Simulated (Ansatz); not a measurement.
`C=C([SiH3])Br` + H₂Se → `[SiH3][SeH]` + `C=CBr`  (ligand exchange at the Si–C bond)

Gas-phase electronic energies from Ansatz, PBE0-D4/def2-TZVP geometries. CCSD(T)/CBS adds triple-zeta CCSD(T) − MP2 to the extrapolated MP2 energy (def2 sets, frozen cores). DFT in def2-TZVPP. For Br, Se outer-core shells are correlated without core-valence functions, which leaves a few kJ/mol of doubt a bond. Scalar relativity is left out up to krypton.

`C=C([SiH3])Br`:

```xyz
9

C     0.461   -0.878   -1.223
C     0.570    0.041   -0.275
Si   -0.746    0.500    0.967
Br    2.186    1.032   -0.095
H     1.260   -1.105   -1.921
H    -0.463   -1.439   -1.319
H    -1.093    1.934    0.815
H    -0.235    0.264    2.340
H    -1.939   -0.348    0.710
```

H₂Se:

Z-matrix (Å, degrees):
```
Se
H 1 1.467
H 1 1.467 2 91.2
```

`[SiH3][SeH]`:

```xyz
6

Si   -0.568   -0.038    0.087
Se    1.497    0.926    0.140
H    -1.006   -0.307   -1.305
H    -1.468    0.956    0.718
H    -0.593   -1.307    0.857
H     2.139   -0.230   -0.498
```

`C=CBr`:

Cartesian coordinates in Å:
```
C 0.453 -0.266 0.542
C -0.405 0.024 -0.416
Br -0.589 1.744 -1.155
H 1.117 0.473 0.972
H 0.504 -1.281 0.920
H -1.080 -0.694 -0.864
```

```json
{"level": "PBE", "ΔE (kJ/mol)": "-58.1"}
{"level": "r2SCAN", "ΔE (kJ/mol)": "-56.5"}
{"level": "SCS-MP2/def2-TZVPP", "ΔE (kJ/mol)": "-52.1"}
{"level": "SCS-MP2/def2-QZVPP", "ΔE (kJ/mol)": "-53.4"}
```

(1) What does CCSD(T)/CBS give? (Best estimate.)

Largest T1 diagnostic among the species: 0.010.

Answers

(1) The calculation gave: -53.8 kJ/mol. The listed levels differ from it by -4.3, -2.7, 1.7, 0.4 kJ/mol.

The D4 term adds +5.2 kJ/mol with B3LYP and +3.0 kJ/mol with PBE0; it sums over pairs of atoms, weighted by their polarisabilities, and B3LYP, whose exchange is more repulsive, gets the larger term. In def2-TZVPP, CCSD(T) changes the Hartree–Fock value by +9.9 kJ/mol (the triples alone add +1.8 kJ/mol) and MP2 by +8.4 kJ/mol.

B3LYP here is the variant with VWN-RPA as its local correlation; programs differ in this.
